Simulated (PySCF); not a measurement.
Electron correlation in S²⁺ (sulfur, charge +2)

[Ne] 3s2 3p2, high-spin 3P determinant. Computed with PySCF 2.14 in cc-pV(D+d)Z (4s3p2d, 23 functions), with the non-relativistic Hamiltonian (point nucleus). Frozen: [Ne]; 4 electrons correlated.

MP2 pair energies summed by pair of shells (mhartree):

```
 pair  energy  share (%)
3s-3p  -32.99       61.0
3s-3s  -15.34       28.4
3p-3p   -5.75       10.6
```

Total MP2 correlation energy: -54.08 mhartree.

Same-spin part -8.63 and opposite-spin part -45.45 mhartree; SCS-MP2 scales them by 1/3 and 6/5 to -57.41 mhartree.

| level | correlation energy (mhartree) |
| --- | --- |
| CCSD | -77.26 |
| (T) | -0.94 |
| CCSD(T) | -78.20 |

Diagnostics: T1 = 0.0077, D1 = 0.0208, largest double amplitude 0.107.

**Question.** Is a single reference adequate?

**Answer.** Mostly. T1 lies below 0.03, but a double amplitude of this size points to a near-degeneracy that CCSD handles and MP2 describes poorly.
